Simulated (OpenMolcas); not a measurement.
# Predicting a hybrid from its neighbours: CH5AlOSi

The species is CH5AlOSi (9 atoms), meant as a singlet with charge 0. SMILES: `[CH2]1O[SiH2][AlH]1`. Geometry: relaxed at PBE0-D4/def2-TZVP.

The dipole moment y, in D, basis def2-SVP; a is the functional's share of exact exchange. Programs: OpenMolcas 26.06.

```
functional     program     a  y (D)
      BLYP  OpenMolcas     0   1.85
    r2SCAN  OpenMolcas     0   2.03
     B3LYP  OpenMolcas   0.2   2.10
      PBE0  OpenMolcas  0.25      ?
     BHLYP  OpenMolcas   0.5   2.41
```

**Question.** Fit y = c + s·a to the known rows and predict PBE0.

**Answer.** 
1. Means of the 4 rows: a = 0.1750, y = 2.098.
2. Σ(Δa)² = 0.1675, Σ(Δa·Δy) = 0.15675, so the slope is 0.15675/0.1675 = 0.93582.
3. Intercept: 2.098 − (0.93582) × 0.1750 = 1.934. The largest residual of the fit is 0.096.
4. PBE0: 1.934 + (0.93582) × 0.25 = 2.17 D.

The run gave 2.13 D, so the prediction is off by +0.04 D, within the scatter of the fit. More exact exchange makes the molecule more polar here. The rows mix families of semi-local functionals, which the line can't see.
